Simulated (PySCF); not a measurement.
Checking a proposed structure

A compound C4H10FNSi gives the data below (simulated from a calculation) and was assigned the structure `F[C@@H]([SiH3])[C@@H]1CCN1`.

13C{1H} NMR (computed): δ 87.8 (CH), 59.2 (CH2, 2C), -6.3 (CH3).

1H NMR (300 MHz, computed): δ 5.46 (m, 1H), 4.69 (q, 2H), 4.04 (m, 2H), 3.88 (m, 2H), 0.16 (t, 3H).

Non-relativistic Hamiltonian, rapidly exchanging positions averaged, single conformer, no solvent. GFN2-xTB geometry; PBE0/pcSseg-1 with gauge-including orbitals; PySCF 2.14.0 with density-fitted response routines.

Shifts are taken against calculated references (same method and geometry level): 1H and 13C vs TMS.

Question: Compare with the shifts computed for the proposed structure, pairing carbons in order of shift.

Answer: Atom-mapped SMILES (the numbers label the heavy atoms): `[F:1][C@@H:2]([SiH3:3])[C@@H:4]1[CH2:5][CH2:6][NH:7]1`. Hydrogens are named by the atom that carries them.

```csv
atom,computed for proposal,given list,difference
C2,94.7,87.8,+6.9
C4,60.5,59.2,+1.3
C6,45.8,59.2,-13.4
C5,23.4,-6.3,+29.7
```

The rms difference is 16.7 ppm and the largest +29.7 ppm at C5 (sp3 CH2 in a ring). The proposal also would give 4 carbon signals, not 3. The carbon types in order of shift don't match either: CH, CH, CH2, CH2 for the proposal against CH, CH2, CH2, CH3 in the data. The proposal doesn't fit.

Question: Which isomer fits?

Answer: `C[SiH2]N1CC(F)C1`.

1. Carbon types of the structure: 1 × CH, 2 × CH2, 1 × CH3, leaving 2 H on heteroatoms.
2. δC 87.8: sp3 CH bonded to F; deshielded by the electronegative neighbour.
3. δC -6.3: methyl carbon bonded to Si; an electropositive neighbour leaves it electron-rich and shielded.
4. δH 5.46: hydrogen on an sp3 CH bonded to F; its carbon carries F, which withdraws density.
5. δH 0.16: hydrogen on a methyl carbon bonded to Si; an electropositive neighbour shields it, as in TMS itself.

The data come from this structure; uniqueness wasn't tested.

Splittings by 19F in the carbon and heteronuclear signals aren't shown, as no couplings were computed. Shifts are as computed. Against solution values, carbons near 30 ppm lie about +3 ppm off and those near 130 ppm about +5 ppm. Of 1211 compounds with measured shifts, 218 miss one by over three times the rms of a fit or turn the order of signals round; such compounds aren't used in these exercises. No couplings were computed; multiplicities are counted from neighbouring protons, with m where these are inequivalent, close in shift, in a saturated or five-membered ring or joined by F or P, and br s for small geminal =CH2 splittings.
